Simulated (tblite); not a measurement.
**Question.** Write Cartesian coordinates for `[SiH3]C(F)([SiH3])[SiH3]` as optimised with GFN2-xTB.

**Answer.** 
```xyz
14
CH9FSi3 angstrom
F      0.476    0.120   -1.764
C      0.102    0.026   -0.381
Si     1.361   -1.201    0.386
Si     0.262    1.815    0.292
Si    -1.699   -0.633   -0.403
H      1.257   -2.486   -0.306
H      1.036   -1.345    1.805
H      2.712   -0.667    0.213
H     -0.633    2.689   -0.466
H     -0.109    1.792    1.707
H      1.643    2.267    0.124
H     -2.540    0.309   -1.141
H     -1.722   -1.935   -1.071
H     -2.147   -0.751    0.984
```

Any rigid rotation of these coordinates is as good. Atoms count from 1 in this order. All 3 C–Si bonds measure 1.918 Å. Si3 (SiH3 silicon) is tetrahedral (angles from 107.8° to 110.9°).

Bonds between heavy atoms (Å): F1–C2 1.435, C2–Si3 1.918, C2–Si4 1.918, C2–Si5 1.918.

Structure optimised with GFN2-xTB, isolated species.

Point group: C3v (every atom within 0.08 Å of its image). Its GFN2-xTB frequencies are all real (lowest 111 cm⁻¹).

The numbers are calculated, not measured.
